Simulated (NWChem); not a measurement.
System: CaH$_{2}$S$_{2}$; SMILES [SH][Ca][SH]

NWChem printed, in part:

```
             Northwest Computational Chemistry Package (NWChem) 7.3.0
             --------------------------------------------------------

                             Geometry "geometry" -> ""
                             -------------------------

 Output coordinates in angstroms (scale by  1.889725989 to convert to a.u.)

  No.       Tag          Charge          X              Y              Z
 ---- ---------------- ---------- -------------- -------------- --------------
    1 Ca                  20.0000    -0.01507300    -0.25304600     0.69056800
    2 S                   16.0000    -0.05343200    -2.83148400     0.51428700
    3 H                    1.0000     0.47424400    -2.87405900    -0.73110800
    4 S                   16.0000    -0.27375400     2.24110400     0.06334500
    5 H                    1.0000    -1.48350100     2.09167100    -0.52440400

 Effective nuclear repulsion energy (a.u.)     180.4584282302

  xc_inp: hfexch multiplicative factor not found.
                              NWChem Property Module
                              ----------------------

  itol2e modified to match energy
  convergence criterion.

                                 NWChem DFT Module
                                 -----------------

 Summary of "ao basis" -> "ao basis" (spherical)
 ------------------------------------------------------------------------------
       Tag                 Description            Shells   Functions and Types
 ---------------- ------------------------------  ------  ---------------------
 Ca                          sto-3g                  7       13   4s3p
 S                           sto-3g                  5        9   3s2p
 H                           sto-3g                  1        1   1s

  itol2e modified to match energy
  convergence criterion.

            General Information
            -------------------
          SCF calculation type: DFT
          Wavefunction type:  closed shell.
          No. of atoms     :     5
          No. of electrons :    54
           Alpha electrons :    27
            Beta electrons :    27
          Charge           :     0
          Spin multiplicity:     1
          Use of symmetry is: off; symmetry adaption is: off
          Maximum number of iterations: 150
          AO basis - number of functions:    33
                     number of shells:    19
          Convergence on energy requested:  1.00D-07
          Convergence on density requested:  1.00D-05
          Convergence on gradient requested:  5.00D-04

              XC Information
              --------------
                     Hartree-Fock (Exact) Exchange  1.000

      Superposition of Atomic Density Guess
      -------------------------------------

 Sum of atomic energies:       -1457.14633338

      Non-variational initial energy
      ------------------------------

 Total energy =   -1456.997324
 1-e energy   =   -2378.129985
 2-e energy   =     740.674233
 HOMO         =      -0.133284
 LUMO         =       0.061599

   convergence    iter        energy       DeltaE   RMS-Dens  Diis-err
 ---------------- ----- ----------------- --------- --------- ---------
 d= 0,ls=0.0,diis     1  -1457.4469457193 -1.64D+03  2.66D-02  1.99D-01
 d= 0,ls=0.0,diis     2  -1457.5009038770 -5.40D-02  6.29D-03  7.26D-03
 d= 0,ls=0.0,diis     3  -1457.5037829974 -2.88D-03  1.85D-03  4.65D-04
 d= 0,ls=0.0,diis     4  -1457.5039980919 -2.15D-04  3.86D-04  1.01D-05
 d= 0,ls=0.0,diis     5  -1457.5040068793 -8.79D-06  2.01D-04  1.28D-06
  Resetting Diis
 d= 0,ls=0.0,diis     6  -1457.5040083154 -1.44D-06  3.77D-05  5.05D-08
 d= 0,ls=0.0,diis     7  -1457.5040083678 -5.24D-08  6.34D-06  4.16D-09

         Total DFT energy =    -1457.504008367804
      One electron energy =    -2378.480253707254
           Coulomb energy =      827.208581834511
    Exchange-Corr. energy =      -86.690764725259
 Nuclear repulsion energy =      180.458428230198

 Numeric. integr. density =        0.000000000000

                       DFT Final Molecular Orbital Analysis
                       ------------------------------------

 Vector   25  Occ=2.000000D+00  E=-2.276967D-01
              MO Center= -1.5D-01, -2.9D-01,  3.2D-01, r^2= 7.1D+00
   Bfn.  Coefficient  Atom+Function         Bfn.  Coefficient  Atom+Function
  ----- ------------  ---------------      ----- ------------  ---------------
    32     -0.528035  4 S  pz                20      0.516659  2 S  px
    21      0.341113  2 S  py                12     -0.289333  1 Ca py
    31      0.266904  4 S  py                30      0.255147  4 S  px
     8      0.193584  1 Ca py                11      0.176698  1 Ca px
    22      0.176585  2 S  pz                28      0.163280  4 S  pz

 Vector   26  Occ=2.000000D+00  E=-2.227211D-01
              MO Center= -1.5D-01, -3.0D-01,  3.2D-01, r^2= 7.3D+00
   Bfn.  Coefficient  Atom+Function         Bfn.  Coefficient  Atom+Function
  ----- ------------  ---------------      ----- ------------  ---------------
    20      0.659220  2 S  px                32      0.614005  4 S  pz
    30     -0.338217  4 S  px                22      0.246300  2 S  pz
    16     -0.201598  2 S  px                28     -0.187743  4 S  pz
    13      0.164235  1 Ca pz                26      0.103514  4 S  px
    10      0.097931  1 Ca s                  9     -0.092846  1 Ca pz

 Vector   27  Occ=2.000000D+00  E=-2.210027D-01
              MO Center= -1.4D-01, -2.9D-01,  3.5D-01, r^2= 7.4D+00
   Bfn.  Coefficient  Atom+Function         Bfn.  Coefficient  Atom+Function
  ----- ------------  ---------------      ----- ------------  ---------------
    31      0.534204  4 S  py                21      0.473080  2 S  py
    20     -0.375499  2 S  px                32      0.337711  4 S  pz
    12     -0.295118  1 Ca py                22     -0.243332  2 S  pz
     8      0.206090  1 Ca py                27     -0.169474  4 S  py
    19     -0.167043  2 S  s                 29      0.166901  4 S  s

[...]

          -----------------------------------------
          Chemical Shielding Tensors (GIAO, in ppm)
          -----------------------------------------

                                NWChem CPHF Module
                                ------------------

  scftype          =     RHF
  nclosed          =       27
  nopen            =        0
  variables        =      162
  # of vectors     =        3
  tolerance        = 0.10D-03
  level shift      = 0.00D+00
  max iterations   =       50
  max subspace     =       30

 SCF residual:    5.2962438659659593E-005

Iterative solution of linear equations
  No. of variables      162
  No. of equations        3
  Maximum subspace       30
        Iterations       50
       Convergence  1.0D-04

   iter   nsub   residual    time
   ----  ------  --------  ---------
     1      3    1.85D+00       1.3
     2      6    2.11D-01       1.4
     3      9    4.37D-02       1.5
     4     12    8.59D-03       1.7
     5     15    1.70D-03       1.8
     6     18    3.45D-04       1.9
     7     21    7.82D-05       2.0

      Atom:    1  Ca
        Diamagnetic
   1413.2289     -0.2794      0.1423
     -0.2794   1415.4134     -0.0940
      0.1423     -0.0940   1413.4909

        Paramagnetic
   -668.1132    -42.0845      7.3442
    -42.0845    -53.1653    -48.1194
      7.3442    -48.1194   -657.8733

        Total Shielding Tensor
    745.1157    -42.3638      7.4865
    -42.3638   1362.2481    -48.2133
      7.4865    -48.2133    755.6176

           isotropic =     954.3272
          anisotropy =     622.0024

          Principal Components and Axis System
                 1           2           3
             1368.9954    753.3299    740.6561

      1        -0.0685      0.3455      0.9359
      2         0.9945      0.0979      0.0366
      3        -0.0790      0.9333     -0.3503

      Atom:    2  S
        Diamagnetic
   1037.5285      0.2322     -2.5245
      0.2322   1048.4424      1.3006
     -2.5245      1.3006   1042.5557

        Paramagnetic
    194.8526     11.0404    -97.2682
     11.0404   -189.1279    -74.0336
    -97.2682    -74.0336    379.7677

        Total Shielding Tensor
   1232.3811     11.2726    -99.7927
     11.2726    859.3145    -72.7330
    -99.7927    -72.7330   1422.3233

           isotropic =    1171.3397
          anisotropy =     453.0982

          Principal Components and Axis System
                 1           2           3
             1473.4051   1190.5490    850.0648

      1        -0.3846      0.9231      0.0038
      2        -0.1155     -0.0523      0.9919
      3         0.9158      0.3810      0.1267

      Atom:    3  H
        Diamagnetic
     26.1341     -1.4073     -6.4987
     -1.4073     30.4130      4.1761
     -6.4987      4.1761     39.0795

        Paramagnetic
      4.6945      0.8081     -0.1811
      0.8081      4.2226     -2.1466
     -0.1811     -2.1466      5.0960

        Total Shielding Tensor
     30.8286     -0.5992     -6.6798
     -0.5992     34.6355      2.0295
     -6.6798      2.0295     44.1754

           isotropic =      36.5465
          anisotropy =      16.1213

          Principal Components and Axis System
                 1           2           3
               47.2940     34.2935     28.0520

      1        -0.3760      0.0954      0.9217
      2         0.1640      0.9858     -0.0352
      3         0.9120     -0.1379      0.3863
```

Level: Hartree-Fock/STO-3G, GIAO. STO-3G and 3-21G are far too small for this property and stand as cheap habits. All runs use the structure optimised with PBE0/def2-SVP. The printed shielding anisotropy is the first printed principal value minus the mean of the other two.

Reconstruct the input file.

Several could match; the one computed here: the input that was run:
```
start job
memory heap 200 mb stack 900 mb global 1100 mb
geometry units angstroms noautosym nocenter noautoz
  Ca    -0.015073    -0.253046     0.690568
  S     -0.053432    -2.831484     0.514287
  H      0.474244    -2.874059    -0.731108
  S     -0.273754     2.241104     0.063345
  H     -1.483501     2.091671    -0.524404
end
basis spherical
  Ca library sto-3g
  S library sto-3g
  H library sto-3g
end
dft
  xc hfexch
  iterations 150
end
property
  shielding 3 1 2 3
end
task dft property
```
